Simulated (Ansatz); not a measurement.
Calculated with Ansatz (gas phase, PBE0-D4/def2-TZVP geometries, no zero-point term in ΔE). CCSD(T)/CBS is the MP2 limit (def2-TZVPP, def2-QZVPP) plus CCSD(T) − MP2 in def2-TZVPP, frozen cores. This one scheme is used for every species. DFT in def2-TZVPP. B3LYP here is the variant with VWN-RPA as its local correlation; programs differ in this. HSE06 is defined as in plane-wave codes. Each species was taken in one conformer, which may not be the lowest.

`C=C[Si@@H](N)O[Si@H](N)Cl` + HCl → `C=C[SiH](N)Cl` + `N[SiH](O)Cl`  (ligand exchange at the Si–O bond)

```json
{"level": "LDA (SPW92)", "ΔE (kJ/mol)": "7.0", "difference from CCSD(T)/CBS": "-9.4"}
{"level": "PBE-D4", "ΔE (kJ/mol)": "6.2", "difference from CCSD(T)/CBS": "-10.2"}
{"level": "revPBE-D4", "ΔE (kJ/mol)": "7.4", "difference from CCSD(T)/CBS": "-9.0"}
{"level": "BLYP-D4", "ΔE (kJ/mol)": "18.2", "difference from CCSD(T)/CBS": "1.8"}
{"level": "PBE0-D4", "ΔE (kJ/mol)": "9.9", "difference from CCSD(T)/CBS": "-6.5"}
{"level": "B3LYP-D4", "ΔE (kJ/mol)": "20.2", "difference from CCSD(T)/CBS": "3.8"}
{"level": "r2SCANh-D4", "ΔE (kJ/mol)": "13.4", "difference from CCSD(T)/CBS": "-3.0"}
{"level": "r2SCAN0-D4", "ΔE (kJ/mol)": "14.2", "difference from CCSD(T)/CBS": "-2.2"}
{"level": "HSE06-D4", "ΔE (kJ/mol)": "9.4", "difference from CCSD(T)/CBS": "-7.0"}
{"level": "BHLYP-D4", "ΔE (kJ/mol)": "24.7", "difference from CCSD(T)/CBS": "8.3"}
{"level": "CAM-B3LYP-D4", "ΔE (kJ/mol)": "22.8", "difference from CCSD(T)/CBS": "6.4"}
{"level": "ωB97X-V", "ΔE (kJ/mol)": "14.7", "difference from CCSD(T)/CBS": "-1.7"}
{"level": "ωB97M-V", "ΔE (kJ/mol)": "14.2", "difference from CCSD(T)/CBS": "-2.2"}
{"level": "B2PLYP", "ΔE (kJ/mol)": "13.7", "difference from CCSD(T)/CBS": "-2.7"}
{"level": "PBE-QIDH", "ΔE (kJ/mol)": "10.2", "difference from CCSD(T)/CBS": "-6.2"}
{"level": "PBE", "ΔE (kJ/mol)": "-0.3", "difference from CCSD(T)/CBS": "-16.7"}
{"level": "revPBE", "ΔE (kJ/mol)": "-3.3", "difference from CCSD(T)/CBS": "-19.7"}
{"level": "BLYP", "ΔE (kJ/mol)": "7.2", "difference from CCSD(T)/CBS": "-9.2"}
{"level": "PBE0", "ΔE (kJ/mol)": "3.4", "difference from CCSD(T)/CBS": "-13.0"}
{"level": "r2SCANh", "ΔE (kJ/mol)": "10.2", "difference from CCSD(T)/CBS": "-6.2"}
{"level": "r2SCAN0", "ΔE (kJ/mol)": "10.8", "difference from CCSD(T)/CBS": "-5.6"}
{"level": "HSE06", "ΔE (kJ/mol)": "3.1", "difference from CCSD(T)/CBS": "-13.3"}
{"level": "BHLYP", "ΔE (kJ/mol)": "16.0", "difference from CCSD(T)/CBS": "-0.4"}
{"level": "CAM-B3LYP", "ΔE (kJ/mol)": "15.7", "difference from CCSD(T)/CBS": "-0.7"}
{"level": "LC-ωPBE", "ΔE (kJ/mol)": "8.5", "difference from CCSD(T)/CBS": "-7.9"}
{"level": "RPA@PBE/def2-TZVPP", "ΔE (kJ/mol)": "24.2", "difference from CCSD(T)/CBS": "7.8"}
{"level": "HF/def2-SVP", "ΔE (kJ/mol)": "17.4", "difference from CCSD(T)/CBS": "1.0"}
{"level": "MP2/def2-SVP", "ΔE (kJ/mol)": "16.6", "difference from CCSD(T)/CBS": "0.2"}
{"level": "CCSD/def2-SVP", "ΔE (kJ/mol)": "20.2", "difference from CCSD(T)/CBS": "3.8"}
{"level": "CCSD(T)/def2-SVP", "ΔE (kJ/mol)": "20.1", "difference from CCSD(T)/CBS": "3.7"}
{"level": "HF/def2-TZVPP", "ΔE (kJ/mol)": "20.8", "difference from CCSD(T)/CBS": "4.4"}
{"level": "MP2/def2-TZVPP", "ΔE (kJ/mol)": "15.5", "difference from CCSD(T)/CBS": "-0.9"}
{"level": "SCS-MP2/def2-TZVPP", "ΔE (kJ/mol)": "18.5", "difference from CCSD(T)/CBS": "2.1"}
{"level": "CCSD/def2-TZVPP", "ΔE (kJ/mol)": "21.4", "difference from CCSD(T)/CBS": "5.0"}
{"level": "HF/def2-QZVPP", "ΔE (kJ/mol)": "22.5", "difference from CCSD(T)/CBS": "6.1"}
{"level": "MP2/def2-QZVPP", "ΔE (kJ/mol)": "13.7", "difference from CCSD(T)/CBS": "-2.7"}
{"level": "SCS-MP2/def2-QZVPP", "ΔE (kJ/mol)": "16.6", "difference from CCSD(T)/CBS": "0.2"}
{"level": "HF/CBS(def2)", "ΔE (kJ/mol)": "22.7", "difference from CCSD(T)/CBS": "6.3"}
{"level": "MP2/CBS(def2)", "ΔE (kJ/mol)": "11.4", "difference from CCSD(T)/CBS": "-5.0"}
{"level": "CCSD/CBS(def2)", "ΔE (kJ/mol)": "17.3", "difference from CCSD(T)/CBS": "0.9"}
{"level": "CCSD(T)/CBS", "ΔE (kJ/mol)": "16.4", "difference from CCSD(T)/CBS": "0"}
```

Largest T1 diagnostic among the species: 0.011.

The D4 term adds +9.6 kJ/mol with B3LYP and +6.4 kJ/mol with PBE0; it sums over pairs of atoms, weighted by their polarisabilities, and B3LYP, whose exchange is more repulsive, gets the larger term. Leaving LDA and LC-ωPBE aside and taking each functional with its dispersion term where it has one, the values spread over 18.5 kJ/mol, from PBE-D4 to BHLYP-D4. LDA lies +7.4 kJ/mol from PBE without D4.
